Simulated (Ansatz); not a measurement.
`N#[C][Ge]([F])([F])[C]#N` at its PBE0-D4/def2-TZVP geometry, where that method's forces vanish. Charge 0, multiplicity 1.

```xyz
7

N    -0.3064    2.0211    1.9063
C    -0.0060    1.2455    1.1123
Ge    0.4580   -0.0437   -0.1952
F     1.7146   -1.0166    0.4072
F     1.0360    0.7547   -1.5798
C    -0.9997   -1.1497   -0.6836
N    -1.8964   -1.8113   -0.9673
```

(1) What forces (eV/Å) does ωB97M-V/def2-TZVPP give on these atoms in the Gaussian-basis code of Ansatz? (Estimate.)

Answers

(1) Ansatz gave: 
```
N1   0.064 -0.164 -0.168
C2  -0.064  0.179  0.182
Ge3 -0.073  0.007  0.031
F4   0.059 -0.049  0.032
F5   0.025  0.041 -0.068
C6  -0.202 -0.154 -0.068
N7   0.191  0.140  0.060
```
